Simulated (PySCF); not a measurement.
**Static response to an electric field**

C5H10OSi.
Structure used (PBE0-D3(BJ)/def2-SVP), in Å, numbered top down from 1:
```
atom  x, y, z in Å
C1     2.7265   -0.5396   -0.0355
C2     1.5065   -0.4618   -0.5681
C3     0.2669   -0.0591    0.1643
C4    -0.7740   -1.1929    0.2255
O5    -2.0174   -0.6688    0.6367
Si6   -2.1820    0.9643    0.2625
C7    -0.4499    1.1569   -0.4610
H8     3.5920   -0.8427   -0.6304
H9     2.9045   -0.3000    1.0180
H10    1.3689   -0.7080   -1.6302
H11    0.5366    0.1955    1.2049
H12   -0.4576   -1.9765    0.9322
H13   -0.8691   -1.6663   -0.7722
H14   -3.2913    1.2024   -0.7081
H15   -2.4464    1.7626    1.4962
H16    0.0695    2.1013   -0.2442
H17   -0.4972    1.0505   -1.5593
```

Level: wB97X-D/def2-SVPD (PySCF), static field, nuclei fixed, core orbitals frozen in the response. The polarisability tensor in these axes (au):

```
x   109.48 -10.35   0.56
y   -10.35  78.80   0.78
z     0.56   0.78  75.97
```

Problem. Diagonalise the tensor; give its mean and Δα, where Δα² is half the sum of the squared differences of the eigenvalues.

Solution. Principal values 74.88, 76.72 and 112.65 au; mean 88.08 au = 13.05 Å³ = 14.52 × 10⁻⁴⁰ C²·m²/J; Δα = 36.88 au (42 % of the mean).

Problem. What is the dipole moment, and where does it point?

Solution. (1.30, 0.71, -0.71) D, 1.64 D in size, pointing from the negative to the positive side. Measured along this direction, the outermost atoms are O5 at the negative end and H8 at the positive end.

Problem. Find the Langevin capture rate constant for H3+ (3.023 u) meeting this molecule (114.050 u), k = 2.342 × 10⁻⁹ cm³/s × √(α in Å³ / reduced mass in u).

Solution. The reduced mass is 2.95 u, so k = 4.93 × 10⁻⁹ cm³/s. The formula leaves out the permanent dipole, which adds to the capture rate.

Problem. Along which axes do the principal values lie, and how far do the nuclei extend along each?

Solution. Largest value along (0.96, -0.29, 0.01), where the nuclei span 7.18 Å; middle along (0.18, 0.61, 0.77), 3.56 Å; least along (0.23, 0.73, -0.64), 3.87 Å. The strongest response lies along the longest span, while the other two are in reverse order.

Problem. What molar refraction does this α imply?

Solution. Lorentz–Lorenz: R = (4π/3)N_A α = 2.5225 cm³/(mol·Å³) × 13.05 Å³ = 32.9 cm³/mol, in the limit of long wavelengths.

Problem. Form Σ f/ω² (atomic units) for the 10 lowest TDDFT singlets, given as eV and f, and set it beside the mean polarisability, which is this sum over all singlets: 7.15, 0.0063; 7.27, 0.5853; 7.55, 0.0662; 7.70, 0.0083; 7.80, 0.0349; 7.85, 0.0034; 7.93, 0.0030; 8.06, 0.0046; 8.12, 0.0181; 8.48, 0.0235.

Solution. They add up to 10.26 au, 11.7 % of the 88.08 au; the largest single term is 8.21 au, from the state at 7.27 eV. Terms in order: 0.09, 8.21, 0.86, 0.10, 0.42, 0.04, 0.04, 0.05, 0.20, 0.24 au. Higher excitations give the rest. The strengths listed sum to 0.754.

Isolated species at its PBE0-D3(BJ)/def2-SVP geometry (one conformer only).

These values come from a run that also computed excited states and ΔSCF ions. The run took 3.6 min wall (grids of density and orbitals included) on one thread, Arm Neoverse V2 (aarch64), on a shared host, and the process peaked at 1.2 GiB of memory.
